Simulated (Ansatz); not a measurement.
Geometry optimisation, UHF/STO-3G (Ansatz 0.2.0).

The input (input.yaml):

```yaml
crystal:
  periodic: [false, false, false]
  atoms:
    - { symbol: C, position_ang: [0.1029, -1.5738, 0.5816] }
    - { symbol: C, position_ang: [0.5229, -0.1595, 0.0709] }
    - { symbol: C, position_ang: [1.128, -0.2964, -1.3272] }
    - { symbol: F, position_ang: [0.3167, -0.776, -2.1927] }
    - { symbol: Si, position_ang: [-0.8191, 1.1591, 0.0767] }
    - { symbol: S, position_ang: [-1.2909, 1.6719, 2.1304] }
    - { symbol: H, position_ang: [-0.2989, -1.4714, 1.5999] }
    - { symbol: H, position_ang: [-0.7067, -1.9184, -0.0667] }
    - { symbol: H, position_ang: [0.8861, -2.2299, 0.6078] }
    - { symbol: H, position_ang: [1.3171, 0.1913, 0.7757] }
    - { symbol: H, position_ang: [1.9918, -0.9982, -1.2705] }
    - { symbol: H, position_ang: [1.5451, 0.6653, -1.6887] }
    - { symbol: H, position_ang: [-0.3782, 2.4325, -0.5723] }
    - { symbol: H, position_ang: [-2.0893, 0.7166, -0.5529] }
    - { symbol: H, position_ang: [-2.2493, 2.5361, 1.8575] }
magnetization:
  spin_polarized: true
basis:
  gaussian: { orbitals: STO-3G }
hamiltonian:
  xc: hf
relax:
  f_tol: 0.02
  max_steps: 40
output:
  orbitals: {}
```

Command:

```bash
$ ansatz run input.yaml --threads 1 --pin off --max-ram 2048MiB --backend cpu --events-out ev --progress --plain --runs-dir out
```

**Question.** Where does it end, and by what steps?

**Answer.** The forces met the threshold. Limits of this set-up: minimal basis. After 8 steps the energy has fallen by 0.832 eV; F4 moved furthest, 0.25 Å.

```json
{"step": "0", "energy less start (eV)": "0.0000", "largest force component (eV/Å)": "6.252", "accepted": "yes"}
{"step": "1", "energy less start (eV)": "-0.5846", "largest force component (eV/Å)": "1.307", "accepted": "yes"}
{"step": "2", "energy less start (eV)": "-0.7888", "largest force component (eV/Å)": "0.804", "accepted": "yes"}
{"step": "3", "energy less start (eV)": "-0.8159", "largest force component (eV/Å)": "0.594", "accepted": "yes"}
{"step": "4", "energy less start (eV)": "-0.8294", "largest force component (eV/Å)": "0.048", "accepted": "yes"}
{"step": "5", "energy less start (eV)": "-0.8307", "largest force component (eV/Å)": "0.035", "accepted": "yes"}
{"step": "6", "energy less start (eV)": "-0.8319", "largest force component (eV/Å)": "0.094", "accepted": "yes"}
{"step": "7", "energy less start (eV)": "-0.8322", "largest force component (eV/Å)": "0.041", "accepted": "yes"}
{"step": "8", "energy less start (eV)": "-0.8324", "largest force component (eV/Å)": "0.017", "accepted": "yes"}
```

```xyz
15
Properties=species:S:1:pos:R:3
C 0.070 -1.494 0.627
C 0.548 -0.127 0.086
C 1.154 -0.291 -1.338
F 0.174 -0.590 -2.273
Si -0.821 1.162 0.103
S -1.295 1.605 2.116
H -0.338 -1.396 1.629
H -0.701 -1.916 -0.011
H 0.894 -2.202 0.668
H 1.358 0.222 0.723
H 1.906 -1.092 -1.334
H 1.664 0.636 -1.635
H -0.372 2.332 -0.575
H -1.969 0.669 -0.581
H -2.294 2.431 1.825
```

Whether the end is a true minimum wasn't checked by a vibrational analysis.

Time of the run: 19 s on 1 thread of Arm Neoverse V2 (shared host), peak memory 0.14 GiB.
